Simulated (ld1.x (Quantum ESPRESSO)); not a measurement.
# Before and after: TM potential for Pt

ld1.x (Quantum ESPRESSO) 7.5 input, shortened:

```
&input
   title='Pt', zed=78., rel=1, dft='PBESOL', iswitch=3,
   config='[Xe] 4f14 5d8 6s0 6p0'
 /
 &inputp
   pseudotype=2, tm=.true., lloc=0,
   nlcc=.true., new_core_ps=.true., rcore=1.00
 /
3
5P  2  1   6.00   0.00  1.25  1.25  0.0
5D  3  2   8.00   0.00  1.35  1.35  0.0
6S  1  0   0.00   0.00  1.90  1.90  0.0
 &test
   configts(1)='5p6 5d8 6s0 6p0'
 /
```

Change: wave 5p (bound): rc 1.25 bohr becomes 5p (bound): rc 1.26 bohr.

Cutoffs: the cutoffs (Ry, on a coarse ladder) from which the occupation-weighted sum of valence levels, in a spherical-Bessel basis at the reference potential, stays within 10 and 1 mRy of its value at 400 Ry; they do not see the model core or the augmentation charge, which bear on the density cutoff. Errors are all-electron minus pseudo energies relative to the spin-unpolarised reference configuration.

Question: Predict the effect on cutoff, ghosts and configuration errors.

Answer: The potential gets softer (120 Ry and 180 Ry → 110 Ry and 160 Ry); the errors of the 7 common tests hardly move; neither file shows a bound ghost. A larger radius leaves more room for a smooth pseudo-wave, so fewer plane waves are needed.

| quantity | base | changed |
| --- | --- | --- |
| cutoff, loose | 120 Ry | 110 Ry |
| cutoff, tight | 180 Ry | 160 Ry |
| bound ghosts | none | none |
| error for 5p6 5d9 6s1 6p0, meV [ΔE -29.22 eV] | -16 | -16 |
| error for 5p6 5d9 6s0 6p0, meV [ΔE -20.00 eV] | -36 | -36 |
| error for 5p6 5d7 6s0 6p0, meV [ΔE 32.25 eV] | -65 | -65 |
| error for 5p6 5d9 6s0.5 6p0, meV [ΔE -25.51 eV] | -25 | -25 |
| error for 5p6 5d8 6s1 6p1, meV [ΔE -22.59 eV] | -538 | -538 |
| error for 5p5 5d9 6s1 6p0, meV [ΔE 32.96 eV] | -200 | -203 |
| error for 5p6 5d6 6s0 6p0, meV [ΔE 77.93 eV] | -282 | -281 |
| s: phases at 2.04 bohr within 0.05 rad from the reference energy up to (Ry; the scan ends near 5) | -0.5 | -0.5 |
| p: phases at 2.04 bohr within 0.05 rad from the reference energy up to (Ry; the scan ends near 5) | -2.6 | -2.6 |
| d: phases at 2.04 bohr within 0.05 rad from the reference energy up to (Ry; the scan ends near 5) | 1.1 | 1.1 |
